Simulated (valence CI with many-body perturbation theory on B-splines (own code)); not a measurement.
## Ag XVII: calculated level list

Method: valence CI with perturbative core correlation (CI+MBPT): three valence electrons over a frozen Dirac-Fock core [Ar] 3d10, a basis of 11 s, 11 p, 10 d, 8 f, 5 g, 2 h functions for each j, with the one-electron correlation potential Σ1, the two-electron term Σ2, the three-electron term Σ3, Breit, model QED; selected CI, second order for the rest, scaled by the run's own slope (own B-spline code, finite nucleus).

No measured levels were compared; by estimate levels hold to about 250 cm⁻¹ or 0.2 % of their energy and the worst to 1 %, as in measured heavy ions of charge 2 to 7; those with d or f electrons hold less well.

Levels 46 to 90 of 188, with energies above the lowest level, 4s2 4p 2P°_1/2. "Leading %" is the weight of the configuration and term that name the level; weights of strongly mixed levels are sums over their largest components and can fall short. Lifetimes count E1, E2, E3, M1 and M2 decay at the calculated energies, and are blank where another channel may lead or the interval is too uncertain; long ones can be off by a factor of two.

| No. | Configuration | Term | J | E (cm⁻¹) | Leading % | Lifetime | g |
| --- | --- | --- | --- | --- | --- | --- | --- |
| 46 | 4p2 4d | 2F | 7/2 | 1219200 | 41 | 56.4 ps | 1.124 |
| 47 | 4p2 4d | 2P | 3/2 | 1221500 | 41 | 21.7 ps | 1.066 |
| 48 | 4p2 4d | 4D | 1/2 | 1223800 | 84 | 25.6 ps | 0.112 |
| 49 | 4p2 4d | 4F | 7/2 | 1225000 | 46 | 40.8 ps | 1.288 |
| 50 | 4p2 4d | 4F | 9/2 | 1236300 | 57 | 49.6 ps | 1.240 |
| 51 | 4p2 4d | 4D | 5/2 | 1245000 | 52 | 20.5 ps | 1.248 |
| 52 | 4p2 4d | 4D | 3/2 | 1245500 | 43 | 16.5 ps | 1.233 |
| 53 | 4p2 4d | 2G | 7/2 | 1260100 | 58 | 35.0 ps | 1.010 |
| 54 | 4p2 4d | 4P | 5/2 | 1274900 | 53 | 5.95 ps | 1.417 |
| 55 | 4p2 4d | 2P | 1/2 | 1277100 | 50 | 9.09 ps | 1.350 |
| 56 | 4p2 4d | 4P | 3/2 | 1279200 | 45 | 5.99 ps | 1.344 |
| 57 | 4p2 4d | 4D | 7/2 | 1285000 | 52 | 35.6 ps | 1.286 |
| 58 | 4p2 4d | 2G | 9/2 | 1291100 | 50 | 49.8 ps | 1.203 |
| 59 | 4p2 4d | 2P | 1/2 | 1297900 | 46 | 6.32 ps | 1.516 |
| 60 | 4p2 4d | 2D | 5/2 | 1298100 | 45 | 6.61 ps | 1.122 |
| 61 | 4p2 4d | 2D | 3/2 | 1307700 | 78 | 15.1 ps | 0.874 |
| 62 | 4s2 5s | 2S | 1/2 | 1315000 | 98 | 2.58 ps | 2.002 |
| 63 | 4p2 4d | 2D | 3/2 | 1315500 | 47 | 6.20 ps | 1.160 |
| 64 | 4p2 4d | 2P | 1/2 | 1319600 | 62 | 8.94 ps | 1.056 |
| 65 | 4p2 4d | 2F | 5/2 | 1321900 | 39 | 5.45 ps | 1.141 |
| 66 | 4p2 4d | 2F | 7/2 | 1336800 | 68 | 5.52 ps | 1.129 |
| 67 | 4p2 4d | 2S | 1/2 | 1352700 | 56 | 7.03 ps | 1.962 |
| 68 | 4p2 4d | 2P | 3/2 | 1359200 | 62 | 7.70 ps | 1.260 |
| 69 | 4p2 4d | 2D | 5/2 | 1360100 | 88 | 25.0 ps | 1.201 |
| 70 | 4p2 4d | 2D | 3/2 | 1384400 | 71 | 5.95 ps | 0.817 |
| 71 | 4p2 4d | 2D | 5/2 | 1384800 | 50 | 5.64 ps | 1.137 |
| 72 | 4s 4p 4f | 4G | 5/2 | 1393600 | 45 | 10.8 ps | 0.831 |
| 73 | 4s 4p 4f | 4F | 7/2 | 1395300 | 38 | 12.6 ps | 1.139 |
| 74 | 4s 4p 4f | 4F | 3/2 | 1399100 | 53 | 11.7 ps | 0.461 |
| 75 | 4s 4p 4f | 4F | 9/2 | 1402300 | 37 | 15.3 ps | 1.245 |
| 76 | 4s 4p 4f | 4G | 5/2 | 1408300 | 43 | 9.56 ps | 0.843 |
| 77 | 4s 4p 4f | 4G | 7/2 | 1415800 | 40 | 10.0 ps | 1.143 |
| 78 | 4s 4p 4f | 2G | 7/2 | 1430800 | 44 | 16.4 ps | 0.958 |
| 79 | 4s 4d2 | 4F | 9/2 | 1436200 | 37 | 13.4 ps | 1.243 |
| 80 | 4s 4p 4f | 4D | 7/2 | 1441100 | 39 | 7.29 ps | 1.261 |
| 81 | 4s 4d2 | 4F | 5/2 | 1446900 | 36 | 5.73 ps | 1.087 |
| 82 | 4s 4p 4f | 4G | 9/2 | 1448500 | 35 | 15.0 ps | 1.136 |
| 83 | 4s 4p 4f | 2F | 5/2 | 1451700 | 26 | 6.56 ps | 1.066 |
| 84 | 4s 4d2 | 4F | 3/2 | 1453300 | 55 | 4.66 ps | 0.604 |
| 85 | 4s2 5p | 2P° | 1/2 | 1454800 | 97 | 7.35 ps | 0.666 |
| 86 | 4s 4p 4f | 4G | 11/2 | 1455100 | 100 | 9.56 ps | 1.272 |
| 87 | 4s 4d2 | 4P | 1/2 | 1462800 | 98 | 5.09 ps | 2.661 |
| 88 | 4s 4d2 | 4P | 3/2 | 1465400 | 94 | 5.24 ps | 1.688 |
| 89 | 4s 4d2 | 4P | 5/2 | 1467300 | 76 | 5.34 ps | 1.470 |
| 90 | 4s 4p 4f | 2F | 7/2 | 1472200 | 42 | 6.83 ps | 1.098 |

Names give the largest LS component (configuration and term), which can be under half, so a name can repeat, a term be missing and a line seem to break the LS rules; names also repeat where a configuration has a term twice.

Where two levels of one J and parity lie close, their mixing, g and order are uncertain.
